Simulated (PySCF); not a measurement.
A small calculation by hand: oscillator strength and radiative lifetime

H₈N₂Si₃, SMILES N[SiH]1[SiH2]N[SiH2]1.

Geometry: B3LYP-D3(BJ)/def2-SVP. This is a generated structure with no PubChem entry under its InChIKey; it may be hypothetical. The values are those of a single conformer.

TDA-CAM-B3LYP/def2-SVPD in PySCF puts the first singlet state with f over 0.02 at 5.33 eV (vertical), with the transition dipole (-0.223, -0.615, 0.686) in atomic units.

Q: Find the oscillator strength, the wavelength and the radiative lifetime that this transition would have in vacuum if emission retraced absorption.

A: 
|μ|² = 0.8986 au, so |μ| = 2.41 D. ΔE = 5.33/27.211 = 0.1959 hartree. f = (2/3) ΔE |μ|² = 0.117 (the program prints 0.117).
λ = 1239.84/5.33 = 233 nm; ν = 42989 cm⁻¹.
Einstein's coefficient A = 0.6670 ν² f s⁻¹ (ν in cm⁻¹) = 1.4e8 s⁻¹, so τ = 1/A = 6.9 ns. This state is S2; the lower singlet has f = 0.008. The figure is the radiative limit of this one transition; relaxation, internal conversion, crossing to triplets and a medium change what is measured.
